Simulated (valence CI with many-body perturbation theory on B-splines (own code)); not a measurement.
Ladder of approximations for Ta

Calculated by valence CI with perturbative core correlation (CI+MBPT): five valence electrons over a frozen Dirac-Fock core [Xe] 4f14, radial functions for each j: 7 s, 7 p, 8 d, 6 f, 4 g, 1 h, with the one-electron correlation potential Σ1, the two-electron term Σ2, the three-electron term Σ3, Breit, model QED; selected CI, second order for the rest, scaled by the run's own slope (own B-spline code, finite nucleus).

Against 6 measured levels this calculation errs by 56 cm⁻¹ on average and by 151 at most. These come from a selection out of the NIST Handbook of Basic Atomic Spectroscopic Data. Levels without a partner in it may be off by more, other configurations by 1,000 to 4,000 cm⁻¹. Among the levels kept, up to 1500 cm⁻¹ of a level comes from second order outside the variational space, and about a tenth of that is noise between levels of different J, which matters for small intervals.

Each rung adds one term. CI alone is the Dirac-Coulomb CI over the frozen core; QED comes last and gives the full result, which names the levels. Energies are above 5d3 6s2 4F_3/2 on the same rung, in cm⁻¹. A blank means that the level has no clear partner on that rung.

Names give the largest LS component (configuration and term), which can be under half, so a name can repeat, a term be missing and a line seem to break the LS rules; names also repeat where a configuration has a term twice.

| Level | CI alone | Σ1 | Σ2 | Σ3 | Breit | QED | Full |
| --- | --- | --- | --- | --- | --- | --- | --- |
| 5d3 6s2 4F_5/2 | 1539 | +405 | +51 | -6.5 | -46 | +8.4 | 1950 |
| 5d3 6s2 4F_7/2 | 3100 | +718 | +157 | -11 | -85 | +16 | 3895 |
| 5d3 6s2 4F_9/2 | 4507 | +907 | +283 | -16 | -109 | +19 | 5592 |
| 5d3 6s2 4P_1/2 | 6386 | +258 | -669 | +134 | -52 | -27 | 6030 |
| 5d3 6s2 4P_3/2 | 5940 | +342 | -112 | +113 | -49 | -13 | 6220 |
| 5d4 6s 6D_1/2 | 13932 |  |  | +80 | -114 | -74 | 9187 |
| 5d3 6s2 4P_5/2 |  |  |  | +108 | -131 | -53 | 9264 |
| 5d4 6s 6D_3/2 |  |  |  | +87 | -123 | -82 | 9480 |
| 5d3 6s2 2G_7/2 | 8323 | +1045 | +667 | -32 | -76 | +15 | 9941 |
| 5d4 6s 6D_5/2 |  |  |  | +83 | -134 | -32 | 10550 |
| 5d3 6s2 2G_9/2 |  |  | +581 | -23 | -95 | -3.0 | 10903 |
| 5d3 6s2 2D_3/2 | 9165 |  |  | +57 | -97 | +12 | 10971 |
| 5d4 6s 6D_7/2 | 15960 | -815 | -3486 | +86 | -174 | -90 | 11481 |
| 5d3 6s2 2P_1/2 | 10214 |  |  | +132 | -91 | +11 | 12019 |
| 5d4 6s 6D_9/2 |  |  |  | +56 | -187 | -65 | 12624 |
| 5d3 6s2 2D_5/2 | 11218 | +1360 | +561 | +86 | -120 | +10 | 13116 |
| 5d3 6s2 2H_11/2 | 13423 | +1483 | +652 | -66 | -112 | +28 | 15409 |
| 5d3 6s2 2H_9/2 | 13348 | +1704 | +705 | -48 | -137 | +28 | 15599 |
| 5d3 6s2 2P_3/2 |  |  | +995 | +79 | -163 | +28 | 16153 |

The middle columns are the shifts that each term adds.

Question: How does the ionisation energy move along the ladder, and which term matters most?

Answer: CI alone 7.2077, + Σ1 7.8003, + Σ2 7.5049, + Σ3 7.4815, + Breit 7.4766, + QED 7.4696 eV. The largest step is Σ1, 0.5925 eV. NIST lists 7.54957 eV (measured), further off than its uncertainty and the later steps.
